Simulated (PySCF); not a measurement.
PySCF input for H5PSi, SMILES [SiH3]P (connectivity only; charge and spin as stated), charge +1, multiplicity 2, TDA-M06-2X/def2-SVPD. Geometry: B3LYP-D3(BJ)/def2-TZVP. The multiplicity is an assumed one; other spin states were not compared.

```python
import numpy as np
from pyscf import gto, scf, dft, tdscf

mol = gto.M(
    atom='''
    Si   -1.17748927    0.01310744   -0.00000000
    P     1.14601433   -0.07082555    0.00000000
    H    -1.50199074   -0.68503220    1.25055669
    H    -1.50199075   -0.68503221   -1.25055668
    H    -1.40561177    1.47021069   -0.00000000
    H     1.85211403    0.38936641    1.12404083
    H     1.85211402    0.38936641   -1.12404084
    ''',
    basis='def2-SVPD',
    charge=1,
    spin=1,
    max_memory=1600,
    verbose=4,
)
mf = dft.UKS(mol, xc='m06-2x').density_fit(auxbasis='def2-universal-jkfit')
mf.grids.level = 4
mf.conv_tol = 1e-9
mf.max_cycle = 100
mf.kernel()
fine, coarse = mf.grids, dft.Grids(mol).set(level=1).build(with_non0tab=True)
for _ in range(3):  # follow internal instabilities
    mf.grids = coarse
    mo, _, stable, _ = mf.stability(return_status=True, nroots=4)
    mf.grids = fine
    if stable:
        break
    mf.kernel(mf.make_rdm1(mo, mf.mo_occ))
mf.grids = dft.Grids(mol).set(level=2).build(with_non0tab=True)  # coarser grid for the response kernel
td = tdscf.TDA(mf)
td.nstates = 10
td.conv_tol = 1e-4
td.kernel(x0=td.get_init_guess(mf, 15))
td.analyze()
```

Program output:

```
PySCF version 2.14.0

[INPUT] verbose = 4
[INPUT] num. atoms = 7
[INPUT] num. electrons = 33
[INPUT] charge = 1
[INPUT] spin (= nelec alpha-beta = 2S) = 1
[INPUT] symmetry False subgroup None
[INPUT] Mole.unit = angstrom
[INPUT] Symbol           X                Y                Z      unit          X                Y                Z       unit  Magmom
[INPUT]  1 Si    -1.177489270000   0.013107440000   0.000000000000 AA   -2.225132234914   0.024769471794   0.000000000000 Bohr   0.0
[INPUT]  2 P      1.146014330000  -0.070825550000   0.000000000000 AA    2.165653218527  -0.133840892122   0.000000000000 Bohr   0.0
[INPUT]  3 H     -1.501990740000  -0.685032200000   1.250556690000 AA   -2.838351140233  -1.294523244508   2.363209647343 Bohr   0.0
[INPUT]  4 H     -1.501990750000  -0.685032210000  -1.250556680000 AA   -2.838351159130  -1.294523263406  -2.363209628445 Bohr   0.0
[INPUT]  5 H     -1.405611770000   1.470210690000   0.000000000000 AA   -2.656221282765   2.778295549508   0.000000000000 Bohr   0.0
[INPUT]  6 H      1.852114030000   0.389366410000   1.124040830000 AA    3.499988268164   0.735795877005   2.124129321529 Bohr   0.0
[INPUT]  7 H      1.852114020000   0.389366410000  -1.124040840000 AA    3.499988249267   0.735795877005  -2.124129340426 Bohr   0.0

nuclear repulsion = 88.4457367124243
number of shells = 40
number of NR pGTOs = 134
number of NR cGTOs = 88
basis = def2-SVPD
ecp = {}


[settings echo left out]
init E= -633.353304550101
  alpha nocc = 17  HOMO = -0.234749608406626  LUMO = -0.0271320903602743
  beta  nocc = 16  HOMO = -0.373534184260685  LUMO = -0.234749608406625

WARN: HOMO -0.234749608406626 >= LUMO -0.234749608406625

cycle= 1 E= -633.232218316689  delta_E= 0.121  |g|= 0.192  |ddm|= 1.68
  alpha nocc = 17  HOMO = -0.596724454896175  LUMO = -0.221935336812856
  beta  nocc = 16  HOMO = -0.646289922964004  LUMO = -0.397345729709164
  HOMO = -0.596724454896  LUMO = -0.397345729709  gap/eV = 5.42537
cycle= 2 E= -633.263171569166  delta_E= -0.031  |g|= 0.0918  |ddm|= 0.592
  alpha nocc = 17  HOMO = -0.54756769753628  LUMO = -0.183422938804849
  beta  nocc = 16  HOMO = -0.621432787940918  LUMO = -0.34019522486479
  HOMO = -0.547567697536  LUMO = -0.340195224865  gap/eV = 5.64289
cycle= 3 E= -633.269326953695  delta_E= -0.00616  |g|= 0.0163  |ddm|= 0.263
  alpha nocc = 17  HOMO = -0.54973339491585  LUMO = -0.17940722659115
  beta  nocc = 16  HOMO = -0.61990406593889  LUMO = -0.33639015526415
  HOMO = -0.549733394916  LUMO = -0.336390155264  gap/eV = 5.80537
cycle= 4 E= -633.26965534756  delta_E= -0.000328  |g|= 0.00485  |ddm|= 0.0513
  alpha nocc = 17  HOMO = -0.55039832331763  LUMO = -0.179266876618704
  beta  nocc = 16  HOMO = -0.620192282365448  LUMO = -0.33482756944827
  HOMO = -0.550398323318  LUMO = -0.334827569448  gap/eV = 5.86598
cycle= 5 E= -633.269702030505  delta_E= -4.67e-05  |g|= 0.00181  |ddm|= 0.0157
  alpha nocc = 17  HOMO = -0.551121979975971  LUMO = -0.179273825202501
  beta  nocc = 16  HOMO = -0.620341218427734  LUMO = -0.335035193170617
  HOMO = -0.551121979976  LUMO = -0.335035193171  gap/eV = 5.88002
cycle= 6 E= -633.269709910847  delta_E= -7.88e-06  |g|= 0.000551  |ddm|= 0.00705
  alpha nocc = 17  HOMO = -0.551130467842  LUMO = -0.179299325861438
  beta  nocc = 16  HOMO = -0.620410708007653  LUMO = -0.334899237403042
  HOMO = -0.551130467842  LUMO = -0.334899237403  gap/eV = 5.88395
cycle= 7 E= -633.269710878807  delta_E= -9.68e-07  |g|= 0.000225  |ddm|= 0.00269
  alpha nocc = 17  HOMO = -0.551151018451098  LUMO = -0.179277030525981
  beta  nocc = 16  HOMO = -0.620366345054227  LUMO = -0.33492109789041
  HOMO = -0.551151018451  LUMO = -0.33492109789  gap/eV = 5.88392
cycle= 8 E= -633.269710991033  delta_E= -1.12e-07  |g|= 7.21e-05  |ddm|= 0.000776
  alpha nocc = 17  HOMO = -0.551142119835162  LUMO = -0.179278785211867
  beta  nocc = 16  HOMO = -0.620369502602034  LUMO = -0.33491805429896
  HOMO = -0.551142119835  LUMO = -0.334918054299  gap/eV = 5.88376
cycle= 9 E= -633.269711015137  delta_E= -2.41e-08  |g|= 2.32e-05  |ddm|= 0.000398
  alpha nocc = 17  HOMO = -0.551143473311337  LUMO = -0.179277854218985
  beta  nocc = 16  HOMO = -0.620367214473942  LUMO = -0.334920243818754
  HOMO = -0.551143473311  LUMO = -0.334920243819  gap/eV = 5.88373
cycle= 10 E= -633.269711017354  delta_E= -2.22e-09  |g|= 8.12e-06  |ddm|= 0.000116
  alpha nocc = 17  HOMO = -0.551144495045677  LUMO = -0.179278462640135
  beta  nocc = 16  HOMO = -0.620368055042044  LUMO = -0.3349206926688
  HOMO = -0.551144495046  LUMO = -0.334920692669  gap/eV = 5.88375
cycle= 11 E= -633.269711017536  delta_E= -1.82e-10  |g|= 2.38e-06  |ddm|= 3.68e-05
  alpha nocc = 17  HOMO = -0.55114485070369  LUMO = -0.179278277544619
  beta  nocc = 16  HOMO = -0.620367716924402  LUMO = -0.334920790297154
  HOMO = -0.551144850704  LUMO = -0.334920790297  gap/eV = 5.88376
Extra cycle  E= -633.269711017551  delta_E= -1.52e-11  |g|= 1.19e-06  |ddm|= 7.39e-06
converged SCF energy = -633.269711017551  <S^2> = 0.75501179  2S+1 = 2.0050055
tot grids = 25184
uhf_internal: lowest eigs of H = [0.26339316 0.35835481 0.36621457 0.41657916]
<class 'pyscf.df.df_jk.DFUKS'> wavefunction is stable in the internal stability analysis
tot grids = 50712


******** <class 'pyscf.tdscf.uks.TDA'> for <class 'pyscf.df.df_jk.DFUKS'> ********
nstates = 10
deg_eia_thresh = 1.000e-03
wfnsym = None
conv_tol = 0.0001
eigh lindep = 1e-12
eigh level_shift = 0
eigh max_cycle = 100


Excitation energies (eV)
[3.66468634 4.88820608 5.08261744 5.70705525 6.28782119 6.47601405
 7.4514891  7.89291429 7.93324586 8.13891423]

** Excitation energies and oscillator strengths **
Excited State   1:      3.66469 eV    338.32 nm  f=0.0076
      12b ->   17b      0.10732
      14b ->   17b     -0.75174
      16b ->   17b      0.63300
Excited State   2:      4.88821 eV    253.64 nm  f=0.0001
      13b ->   17b     -0.35334
      15b ->   17b      0.92892
Excited State   3:      5.08262 eV    243.94 nm  f=0.0312
      14b ->   17b     -0.62858
      16b ->   17b     -0.75674
Excited State   4:      5.70706 eV    217.25 nm  f=0.0008
      17a ->   19a     -0.21026
      13b ->   17b      0.89934
      15b ->   17b      0.35124
Excited State   5:      6.28782 eV    197.18 nm  f=0.0018
      17a ->   19a     -0.95802
      13b ->   17b     -0.21477
Excited State   6:      6.47601 eV    191.45 nm  f=0.0090
      17a ->   18a      0.96709
Excited State   7:      7.45149 eV    166.39 nm  f=0.0177
      17a ->   20a     -0.83813
      17a ->   21a      0.42197
      17a ->   22a      0.14513
      17a ->   25a      0.14368
Excited State   8:      7.89291 eV    157.08 nm  f=0.0008
      15a ->   18a      0.69162
      16a ->   19a      0.14048
      17a ->   21a     -0.12123
      14b ->   18b     -0.15275
      15b ->   19b     -0.12746
      16b ->   18b      0.58671
Excited State   9:      7.93325 eV    156.28 nm  f=0.0004
      14a ->   19a      0.16042
      15a ->   19a      0.24425
      16a ->   18a      0.74509
      14b ->   19b     -0.19463
      15b ->   18b     -0.45189
      16b ->   19b      0.22852
Excited State  10:      8.13891 eV    152.34 nm  f=0.0059
      14a ->   18a      0.46243
      17a ->   20a      0.35051
      17a ->   21a      0.51618
      17a ->   25a     -0.12134
      12b ->   17b     -0.10698
      14b ->   18b     -0.50390

** Transition electric dipole moments (AU) **
state          X           Y           Z        Dip. S.      Osc.
  1        -0.2520      0.1451      0.0000      0.0846      0.0076
  2        -0.0000      0.0000      0.0209      0.0004      0.0001
  3        -0.4531      0.2133     -0.0000      0.2508      0.0312
  4         0.0000     -0.0000      0.0765      0.0058      0.0008
  5        -0.0000     -0.0000      0.1085      0.0118      0.0018
  6        -0.2381      0.0031     -0.0000      0.0567      0.0090
  7         0.3089     -0.0369     -0.0000      0.0968      0.0177
  8         0.0011      0.0629     -0.0000      0.0040      0.0008
  9         0.0000     -0.0000     -0.0452      0.0020      0.0004
 10        -0.0396     -0.1680     -0.0000      0.0298      0.0059

** Transition velocity dipole moments (imaginary part, AU) **
state          X           Y           Z        Dip. S.      Osc.
  1        -0.0273     -0.0249      0.0000      0.0014      0.0067
  2        -0.0000      0.0000     -0.0075      0.0001      0.0002
  3        -0.0443      0.0087      0.0000      0.0020      0.0073
  4         0.0000      0.0000      0.0044      0.0000      0.0001
  5        -0.0000      0.0000      0.0172      0.0003      0.0008
  6        -0.0549      0.0687     -0.0000      0.0077      0.0216
  7         0.0512      0.0237      0.0000      0.0032      0.0077
  8        -0.0049      0.0110     -0.0000      0.0001      0.0003
  9         0.0000     -0.0000     -0.0152      0.0002      0.0005
 10        -0.0209     -0.0251     -0.0000      0.0011      0.0024

** Transition magnetic dipole moments (imaginary part, AU) **
state          X           Y           Z
  1         0.0000      0.0000      0.7895
  2        -0.4099     -0.2489     -0.0000
  3         0.0000      0.0000     -0.2347
  4         0.8114      0.1895     -0.0000
  5         0.1079      0.0609     -0.0000
  6        -0.0000     -0.0000     -0.4247
  7        -0.0000     -0.0000     -0.4027
  8         0.0000     -0.0000     -0.2100
  9        -0.0135     -0.2721      0.0000
 10         0.0000     -0.0000      0.4224
```

Self-consistency was reached.

Cost: roughly 4 core-minutes.
